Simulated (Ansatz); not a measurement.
Consider the ligand exchange at the Al–S bond: `[F][Al]([SH])[O][SiH3]` + H–F → `[F][Al]([F])[O][SiH3]` + H₂S.

Calculated with Ansatz (gas phase, PBE0-D4/def2-TZVP geometries, no zero-point term in ΔE). CCSD(T)/CBS adds triple-zeta CCSD(T) − MP2 to the extrapolated MP2 energy (def2 sets, frozen cores). This one scheme is used for every species. Functionals use def2-TZVPP. Each species was taken in one conformer, which may not be the lowest.

**Question.** Is it downhill or uphill in electronic energy at CCSD(T)/CBS, and by how much? (Best estimate.)

**Answer.** The calculation gave: Downhill: ΔE = -63.6 kJ/mol.

**Question.** What do these levels give: B2PLYP, PBE-QIDH, r2SCAN, RPA@PBE/def2-TZVPP, MP2/def2-TZVPP, CCSD/def2-TZVPP? (Best estimate.)

**Answer.** Ansatz gave: B2PLYP -71.2, PBE-QIDH -59.9, r2SCAN -65.1, RPA@PBE/def2-TZVPP -68.6, MP2/def2-TZVPP -64.1, CCSD/def2-TZVPP -69.1 kJ/mol.

Largest T1 diagnostic among the species: 0.012.

At CCSD(T), def2-SVP lies −12.1 kJ/mol from the extrapolated value and def2-TZVPP −2.3 kJ/mol. Leaving LDA and LC-ωPBE aside and taking each functional with its dispersion term where it has one, the values, not all of them listed here, spread over 18.3 kJ/mol, from CAM-B3LYP-D4 to revPBE-D4. LDA lies +3.3 kJ/mol from PBE without D4.
